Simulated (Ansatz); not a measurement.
TiS3⁻. Charge -1, multiplicity 2. Geometry PBE0-D4/def2-SVPD, basis def2-TZVPD, Ansatz.

```tsv
atom	x (Å)	y (Å)	z (Å)
Ti1	-0.405	-0.285	-0.079
S2	-2.157	-1.514	-0.416
S3	1.326	0.552	1.268
S4	1.236	1.246	-0.772
```

```json
{"run": "A", "HOMO (eV)": "-4.09", "LUMO (eV)": "3.10"}
{"run": "B", "HOMO (eV)": "-0.43", "LUMO (eV)": "0.79"}
{"run": "C", "HOMO (eV)": "0.07", "LUMO (eV)": "0.72"}
{"run": "D", "HOMO (eV)": "-3.24", "LUMO (eV)": "2.56"}
{"run": "E", "HOMO (eV)": "-1.94", "LUMO (eV)": "1.60"}
```

No other spin state of charge -1 was run. Another isomer (doublet) lies 0.09 eV lower at PBE0-D4/def2-TZVPD; other spin states weren't run for this one.

HOMO and LUMO are taken over both spins.

**Question.** The runs used CAM-B3LYP, PBE, PBE0, r2SCAN, ωB97M-V. Estimate which is which.

**Answer.** A ωB97M-V (range-separated); B r2SCAN (0 % exact exchange); C PBE (0 % exact exchange); D CAM-B3LYP (range-separated); E PBE0 (25 % exact exchange). Exact exchange lowers occupied and raises empty levels; among semilocal functionals meta-GGAs tend to open the gap a little, and such runs are hard to tell apart. The gap grows from 0.65 eV (PBE) to 7.19 eV (ωB97M-V). At PBE-D4/def2-TZVPD the highest occupied level of the charge -1 doublet lies above zero (up to 0.07 eV). It is a level of α spin, whose loss leaves a singlet; that state wasn't run at this geometry and level. The electron is either unbound and held by the finite basis, or the level is raised by self-interaction error.
